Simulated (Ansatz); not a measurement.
`CB[Si](F)(F)F` + `CB[SiH3]` → `CB[SiH2]BC` + `F[SiH](F)F`  (formal exchange of groups at a B–Si bond)

Program: Ansatz. Geometries: PBE0-D4/def2-TZVP. ΔE: electronic, gas phase. CCSD(T)/CBS adds triple-zeta CCSD(T) − MP2 to the extrapolated MP2 energy (def2 sets, frozen cores). Functionals use def2-TZVPP. B3LYP here is the variant with VWN-RPA as its local correlation; programs differ in this. One conformer a species, not always the lowest.

```
             level  ΔE (kJ/mol)
           PBE0-D4         -7.3
            B2PLYP         -5.9
              PBE0         -6.7
             B3LYP         -3.1
     HF/def2-TZVPP          1.2
CCSD(T)/def2-TZVPP         -9.0
     MP2/CBS(def2)        -11.7
    CCSD/CBS(def2)         -7.1
```

What does CCSD(T)/CBS give? (An estimate is asked.)

The calculation gave: -9.3 kJ/mol. The listed levels differ from it by 2.0, 3.4, 2.6, 6.2, 10.5, 0.3, -2.4, 2.2 kJ/mol.

Largest T1 diagnostic among the species: 0.013.

In def2-TZVPP, CCSD(T) changes the Hartree–Fock value by −10.3 kJ/mol (the triples alone add −2.2 kJ/mol) and MP2 by −12.6 kJ/mol.
